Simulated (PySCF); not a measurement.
W(F)5(OH) (F5HOW), SMILES [OH][W]([F])([F])([F])([F])[F], multiplicity 1. The structure is a stationary point at PBE-D3(BJ)/def2-SVP. The spin state was assumed, not searched. The isomer is the one that the SMILES or the coordinates give; other isomers of the formula were not compared. The def2 effective core potentials stand for the cores of W; spin–orbit coupling is left out. Other conformers were not sampled.

Give the equilibrium geometry at PBE-D3(BJ)/def2-SVP (PySCF confirms it by a frequency run) as bond lengths and angles, and its point group. (Estimate from the structure and the level; the computed values follow.)

Several could match; the one computed here: point group C4v.
Atoms: W1 F2 F3 F4 F5 F6 O7 H8. Bond lengths (Å): W1–F2 1.867, W1–F3 1.872, W1–F4 1.872, W1–F5 1.872, W1–F6 1.872, W1–O7 1.847, O7–H8 0.969. Bond angles (°): F2–W1–F3 87.8, F2–W1–F4 87.8, F2–W1–F5 87.8, F2–W1–F6 87.8, F2–W1–O7 180.0, F3–W1–F4 89.9, F3–W1–F5 89.9, F3–W1–F6 175.7, F3–W1–O7 92.2, F4–W1–F5 175.7, F4–W1–F6 89.9, F4–W1–O7 92.2, F5–W1–F6 89.9, F5–W1–O7 92.2, F6–W1–O7 92.2, W1–O7–H8 180.0.
Charge 0, spin multiplicity 1.
